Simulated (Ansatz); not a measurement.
C₂H₇AlBF, SMILES `FBC[CH2][AlH2]` at its PBE0-D4/def2-TZVP geometry, where that method's forces vanish. The species carries charge 0 and has multiplicity 1.

```xyz
12

F     1.0790   -2.2773    1.1973
B    -0.0189   -1.5296    1.1573
C     0.0800   -0.0347    0.7665
C    -0.1744   -0.1976   -0.7833
Al    0.0391    1.6905   -1.1924
H    -1.0678   -2.0870    1.3280
H    -0.6956    0.5856    1.2254
H     1.0663    0.3973    0.9725
H    -1.1679   -0.6110   -0.9683
H     0.5732   -0.8560   -1.2306
H    -1.2012    2.6575   -0.9783
H     1.4883    2.2624   -1.4939
```

(1) What forces (eV/Å) does r2SCAN-D4/def2-TZVPP give on these atoms in Ansatz? (Best estimate.)

## Answers

(1) Ansatz gave: 
```
F1   0.136 -0.073 -0.012
B2  -0.166  0.023  0.008
C3   0.027  0.107  0.156
C4  -0.035 -0.045 -0.199
Al5  0.009  0.042  0.026
H6   0.019  0.015 -0.011
H7   0.010  0.005 -0.006
H8  -0.001 -0.001  0.001
H9   0.017 -0.017  0.011
H10 -0.014 -0.015  0.016
H11  0.024 -0.024  0.000
H12 -0.027 -0.017  0.010
```
